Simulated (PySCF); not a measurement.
## Energy of Ni²⁺ (nickel, charge +2) between two integer charges

The 3d beta orbital of [Ar] 3d8 is emptied in steps (occupation f), with all orbitals relaxed, ending at [Ar] 3d7. Calculation: PySCF 2.14, in jorge-DZP-DKH; scalar relativity by spin-free X2C-1e. The exact energy is a straight line in f; departures are measured from the line between the end points of the same method.

Question: Among BHandHLYP, wB97X, HSE06, which shows the largest delocalisation error (convex curve), and which is closest to linear?

Answer: Most convex: HSE06 (-1.528 eV at f = 0.4); closest to linear: BHandHLYP (-0.708 eV).

```csv
f,BHandHLYP (eV),wB97X (eV),HSE06 (eV)
1,0.000,0.000,0.000
0.8,-0.461,-0.538,-1.012
0.6,-0.700,-0.813,-1.523
0.4,-0.708,-0.818,-1.528
0.2,-0.477,-0.549,-1.022
0,0.000,0.000,0.000
```

| method | E(f=0) − E(f=1) (eV) | −ε at f=1 (eV) | −ε at f=0.4 (eV) |
| --- | --- | --- | --- |
| BHandHLYP | 35.325 | 32.474 | 35.873 |
| wB97X | 35.591 | 32.250 | 36.246 |
| HSE06 | 35.690 | 29.387 | 36.940 |

Reference removal energy between the ground levels: 35.187 ± 0.019 eV (measured; NIST Atomic Spectra Database, ionization energies). The calculation has no spin-orbit coupling. The determinant left behind need not be the lowest term of the ion.
